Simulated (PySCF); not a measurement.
C5H9F3O.
Numbering: `[CH3:1][CH2:2][O:3][CH2:4][CH2:5][C:6]([F:7])([F:8])[F:9]` (hydrogens: H10, H11, H12 on C1; H13, H14 on C2; H15, H16 on C4; H17, H18 on C5)

The same species was optimised twice, with GFN2-xTB and with PBE0-D3(BJ)/def2-SVP (PySCF), and the same property calculations (PySCF, gas phase) were run on both structures.

```json
{"coordinate": "C4–C5 (Å)", "GFN2-xTB": "1.529", "PBE0-D3(BJ)/def2-SVP": "1.515", "change": "-0.014"}
{"coordinate": "O3–C4 (Å)", "GFN2-xTB": "1.406", "PBE0-D3(BJ)/def2-SVP": "1.395", "change": "-0.011"}
{"coordinate": "C1–C2 (Å)", "GFN2-xTB": "1.527", "PBE0-D3(BJ)/def2-SVP": "1.518", "change": "-0.009"}
{"coordinate": "C5–C6 (Å)", "GFN2-xTB": "1.511", "PBE0-D3(BJ)/def2-SVP": "1.503", "change": "-0.008"}
{"coordinate": "C2–O3 (Å)", "GFN2-xTB": "1.413", "PBE0-D3(BJ)/def2-SVP": "1.404", "change": "-0.009"}
{"coordinate": "C6–F8 (Å)", "GFN2-xTB": "1.341", "PBE0-D3(BJ)/def2-SVP": "1.335", "change": "-0.006"}
{"coordinate": "C6–F9 (Å)", "GFN2-xTB": "1.343", "PBE0-D3(BJ)/def2-SVP": "1.340", "change": "-0.003"}
{"coordinate": "C6–F7 (Å)", "GFN2-xTB": "1.342", "PBE0-D3(BJ)/def2-SVP": "1.340", "change": "-0.002"}
{"coordinate": "C4–C5–C6 (°)", "GFN2-xTB": "111.0", "PBE0-D3(BJ)/def2-SVP": "113.4", "change": "+2.4"}
{"coordinate": "F7–C6–F8 (°)", "GFN2-xTB": "106.5", "PBE0-D3(BJ)/def2-SVP": "107.3", "change": "+0.8"}
{"coordinate": "F8–C6–F9 (°)", "GFN2-xTB": "106.4", "PBE0-D3(BJ)/def2-SVP": "107.3", "change": "+0.9"}
{"coordinate": "C5–C6–F8 (°)", "GFN2-xTB": "112.2", "PBE0-D3(BJ)/def2-SVP": "111.4", "change": "-0.8"}
{"coordinate": "C5–C6–F9 (°)", "GFN2-xTB": "112.5", "PBE0-D3(BJ)/def2-SVP": "111.8", "change": "-0.7"}
{"coordinate": "C5–C6–F7 (°)", "GFN2-xTB": "112.6", "PBE0-D3(BJ)/def2-SVP": "111.8", "change": "-0.8"}
{"coordinate": "F7–C6–F9 (°)", "GFN2-xTB": "106.2", "PBE0-D3(BJ)/def2-SVP": "107.0", "change": "+0.8"}
{"coordinate": "C2–O3–C4 (°)", "GFN2-xTB": "114.6", "PBE0-D3(BJ)/def2-SVP": "115.0", "change": "+0.4"}
{"coordinate": "C1–C2–O3–C4 (°)", "GFN2-xTB": "-70", "PBE0-D3(BJ)/def2-SVP": "-73", "change": "-3"}
{"coordinate": "C2–O3–C4–C5 (°)", "GFN2-xTB": "-170", "PBE0-D3(BJ)/def2-SVP": "-172", "change": "-2"}
{"coordinate": "O3–C4–C5–C6 (°)", "GFN2-xTB": "180", "PBE0-D3(BJ)/def2-SVP": "-179", "change": "+1"}
{"coordinate": "C4–C5–C6–F7 (°)", "GFN2-xTB": "60", "PBE0-D3(BJ)/def2-SVP": "61", "change": "+1"}
```

Rotational constants: A = 3816, B = 650.6, C = 630.9 MHz (GFN2-xTB) against A = 3847, B = 647.7, C = 629.9 MHz (PBE0-D3(BJ)/def2-SVP). Point groups within 0.08 Å: C1 and C1.

On the GFN2-xTB structure: HOMO (eV) -7.68 [PBE0/pcSseg-1]; LUMO (eV) 1.40 [PBE0/pcSseg-1]; dipole (D) 2.39 [PBE0/pcSseg-1]; GIAO shielding of C1 (ppm) 171.2 [PBE0/pcSseg-1]; GIAO shielding of C2 (ppm) 116.2 [PBE0/pcSseg-1]; GIAO shielding of O3 (ppm) 289.4 [PBE0/pcSseg-1]; GIAO shielding of C4 (ppm) 120.2 [PBE0/pcSseg-1]; GIAO shielding of C5 (ppm) 147.3 [PBE0/pcSseg-1]; GIAO shielding of C6 (ppm) 52.0 [PBE0/pcSseg-1]; GIAO shielding of F7/F8/F9 (mean) (ppm) 254.7 [PBE0/pcSseg-1].

Question: What do these properties become on the PBE0-D3(BJ)/def2-SVP structure?

Answer: 
```csv
property,level,on GFN2-xTB,on PBE0-D3(BJ)/def2-SVP,change
HOMO (eV),PBE0/pcSseg-1,-7.68,-7.70,-0.02
LUMO (eV),PBE0/pcSseg-1,1.40,1.39,-0.01
dipole (D),PBE0/pcSseg-1,2.39,2.34,-0.05
"energy, GFN2-xTB geometry as zero (kcal/mol)",PBE0/pcSseg-1,0.0,-0.4,-0.4
GIAO shielding of C1 (ppm),PBE0/pcSseg-1,171.2,170.0,-1.2
GIAO shielding of C2 (ppm),PBE0/pcSseg-1,116.2,116.5,+0.3
GIAO shielding of O3 (ppm),PBE0/pcSseg-1,289.4,292.6,+3.2
GIAO shielding of C4 (ppm),PBE0/pcSseg-1,120.2,121.3,+1.1
GIAO shielding of C5 (ppm),PBE0/pcSseg-1,147.3,146.8,-0.5
GIAO shielding of C6 (ppm),PBE0/pcSseg-1,52.0,53.5,+1.5
GIAO shielding of F7/F8/F9 (mean) (ppm),PBE0/pcSseg-1,254.7,258.3,+3.6
```

The heavy atoms differ by 0.048 Å rms after alignment. Among bonds between heavy atoms C4–C5 changes most (-0.014 Å). Changes are differences of the printed values. Neither structure is proved a minimum here.

Conformer computed: `[CH3:1][CH2:2][O:3][CH2:4][CH2:5][C:6]([F:7])([F:8])[F:9]`: C1–C2–O3–C4 -73°, C2–O3–C4–C5 -172°, O3–C4–C5–C6 -179°, C4–C5–C6–F7 61°.
